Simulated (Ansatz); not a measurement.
Total energies of fac-TiCl3(H2O)3 (TiCl₃O₃H₆) from Ansatz at PBE-D4/def2-SVP, gas phase (1 Eh = 27.2114 eV = 2625.5 kJ/mol). The reference geometry is relaxed at B3LYP-D4/def2-SVP.

| atom | x (Å) | y (Å) | z (Å) |
| --- | --- | --- | --- |
| Ti1 | 0.2445 | -0.2310 | -0.4889 |
| Cl2 | -0.3274 | -2.3195 | -1.2034 |
| O3 | 0.3435 | 1.6500 | 0.6909 |
| H4 | 0.1587 | 2.3008 | -0.0118 |
| H5 | 1.3057 | 1.7130 | 0.8376 |
| Cl6 | -0.1145 | 1.2691 | -2.2805 |
| O7 | 0.4874 | -1.1472 | 1.5371 |
| H8 | 1.4664 | -1.1612 | 1.5416 |
| H9 | 0.2190 | -2.0750 | 1.4326 |
| Cl10 | 2.5938 | -0.1332 | -0.2532 |
| O11 | -1.9431 | 0.1443 | -0.2660 |
| H12 | -2.3847 | -0.6978 | -0.4619 |
| H13 | -2.0494 | 0.6876 | -1.0741 |

```json
{"state": "charge 0 doublet", "geometry": "reference", "energy (Eh)": "-2457.88422"}
{"state": "charge -1 triplet", "geometry": "reference", "energy (Eh)": "-2457.89416"}
{"state": "free Ti atom (triplet)", "geometry": "–", "energy (Eh)": "-848.99121"}
{"state": "free Cl atom (doublet)", "geometry": "–", "energy (Eh)": "-459.79702"}
{"state": "free O atom (triplet)", "geometry": "–", "energy (Eh)": "-74.91467"}
{"state": "free H atom (doublet)", "geometry": "–", "energy (Eh)": "-0.49863"}
```

**Question.** Work out the vertical electron affinity, to the triplet.

**Answer.** E(charge 0 doublet) − E(charge -1 triplet) = -2457.88422 − (-2457.89416) = 0.00994 Eh = 0.27 eV. The basis lacks diffuse functions, which makes affinities too small.

**Question.** What is the binding energy per atom against free atoms?

**Answer.** Atoms: 1 × (-848.99121) + 3 × (-459.79702) + 3 × (-74.91467) + 6 × (-0.49863) = -2456.11806 Eh. Binding: -2456.11806 − (-2457.88422) = 1.76616 Eh = 48.06 eV, or 3.70 eV for each of 13 atoms (no zero-point energy, no counterpoise term).

At PBE-D4/def2-SVP the highest occupied level of the charge -1 triplet lies above zero (up to 2.59 eV). By energy differences its removal costs 0.27 eV (vertical, to the charge 0 doublet, at PBE-D4/def2-SVP), and other spins of that charge weren't run; self-interaction error and the lack of diffuse functions both raise the level.
